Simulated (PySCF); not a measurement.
Computed XPS line lists of a few unrelated compounds.

The calculation used delta-SCF UKS SCAN, pcX-2 on the ionised atom, pcseg-1 elsewhere, spin-free X2C (PySCF 2.14.0). Geometries: GFN2-xTB; isolated species, one conformer each.

Line lists (1s up to Mg, 2p3/2 beyond; areas count atoms within a level, one atom standing for each set equivalent by bonding):
1. C 1s: 290.88 (area 1), 291.07 (area 1), 292.11 (area 1) eV; Cl 2p3/2: 206.18 eV
2. C 1s: 291.34 (area 2), 293.89 (area 1) eV; Cl 2p3/2: 205.98 eV
3. C 1s: 291.10 (area 1), 291.62 (area 1), 293.13 (area 1) eV; O 1s: 538.56 eV; S 2p3/2: 174.88 eV; Cl 2p3/2: 206.48 eV
4. C 1s: 291.87 (area 1), 292.73 (area 1), 294.02 (area 1) eV; N 1s: 405.56 eV; Cl 2p3/2: 206.52 eV

Structures:
A. `CC(C)(Cl)Cl`
B. `C=C=CCl`
C. `C[C@@H](Cl)C#N`
D. `C#CCS(=O)(=O)Cl`

**Question.** Match each list to its structure.

**Answer.** 
- 1 = B: no other candidate has these counts of sites. C 1s: 290.88 central carbon of cumulated double bonds, 291.07 outer carbon of cumulated double bonds, 292.11 outer carbon of cumulated double bonds; Cl 2p3/2: 206.18 vinyl chlorine.
- 2 = A: no other candidate has these counts of sites. C 1s: 291.34 methyl carbon (×2), 293.89 CCl2 carbon; Cl 2p3/2: 205.98 alkyl chlorine (×2).
- 3 = D: no other candidate has this set of levels. C 1s: 291.10 terminal alkyne carbon, 291.62 alkyne carbon, 293.13 sp3 carbon bound to sulfur; O 1s: 538.56 sulfonyl oxygen (×2); S 2p3/2: 174.88 sulfonyl sulfur; Cl 2p3/2: 206.48 chlorine bonded to S.
- 4 = C: no other candidate has this set of levels. C 1s: 291.87 methyl carbon, 292.73 nitrile carbon, 294.02 sp3 C–Cl carbon; N 1s: 405.56 nitrile nitrogen; Cl 2p3/2: 206.52 alkyl chlorine.

Spin–orbit and ligand-field terms were added within each 2p shell after the spin-free SCF. 2 of these hole states are spin-contaminated (⟨S²⟩ up to 0.86, against 0.75; counted from 0.85) and less certain.
